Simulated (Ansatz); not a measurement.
The cluster Tl3⁺. Total charge 1; singlet. Geometry PBE-D4/def2-SVP; atoms count from 1.

```xyz
3

Tl   -1.395    1.629    0.108
Tl    1.529   -0.205    1.494
Tl   -0.134   -1.425   -1.602
```

In the def2 sets Tl takes a core potential; there is no spin–orbit coupling. The restricted singlet is unstable: a solution with broken spin symmetry lies lower. The geometry of the singlet was relaxed on an unsound state (restricted singlet, unstable towards broken spin symmetry at other levels and untested here). At PBE0-D4/def2-TZVP a triplet of charge 1 lies 0.25 eV below the restricted singlet, each at its own geometry. The structure comes from a short search, and lower isomers may exist.

(1) Estimate the Mulliken populations from the PBE0/def2-TZVP orbitals of Ansatz.

Results:

(1) 
```tsv
atom	charge (e)
Tl1	0.33
Tl2	0.33
Tl3	0.33
```
Mulliken values and Mayer orders depend strongly on the basis.
